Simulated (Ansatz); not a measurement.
Ge₂F₅⁻. The state is a singlet with charge -1. Geometry PBE0-D4/def2-SVPD; atoms count from 1.

```xyz
7

Ge    1.0084    0.2156   -1.5919
Ge   -0.1441    0.1562    0.8321
F     0.9573   -0.3487    2.1466
F     0.9308   -1.5902   -1.7684
F    -1.5924   -0.7488    1.3351
F    -0.5667    0.5543   -2.4300
F    -0.5933    1.7616    1.4765
```

Another isomer (singlet) lies 0.06 eV lower at PBE0-D4/def2-TZVPD; other spin states weren't run for this one.

Question: Estimate the Mulliken populations from the PBE0/def2-TZVPD orbitals of Ansatz.

Answer: 
```tsv
atom	charge (e)
Ge1	0.50
Ge2	0.79
F3	-0.47
F4	-0.46
F5	-0.45
F6	-0.46
F7	-0.47
```
Mulliken values depend strongly on the basis. With diffuse functions, as here, like atoms can get unlike values, and bond orders can come out too low or too high.

Question: And the Mayer bond orders between heavy atoms (over 0.3)?

Answer: Ge1–Ge2 0.53 (2.68 Å); Ge1–F4 0.64 (1.82 Å); Ge1–F6 0.64 (1.82 Å); Ge2–F3 0.69 (1.79 Å); Ge2–F5 0.70 (1.78 Å); Ge2–F7 0.69 (1.79 Å).
